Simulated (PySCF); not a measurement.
C₄H₇Cl, SMILES CC(C)=CCl.

The structure is a stationary point at PBE0-D3(BJ)/def2-SVP.

The numbers are results of PBE/def2-TZVP (PySCF), not measurements.

Gas-phase values at a fixed geometry.

| Quantity | Value |
|---|---|
| total energy | -616.48910 hartree |
| point group | Cs |
| highest occupied level | -5.70 eV |
| lowest empty level | -0.81 eV |
| orbital gap | 4.89 eV |
| dipole moment | 1.82 D |
| quadrupole, principal values (traceless, Buckingham form, about the centre of nuclear charge) | -2.13, -0.51, 2.64 D·Å |
| mean static polarisability | 64.5 bohr³ (9.55 Å³) |
| polarisability, principal values | 45.2, 61.5, 86.7 bohr³ |
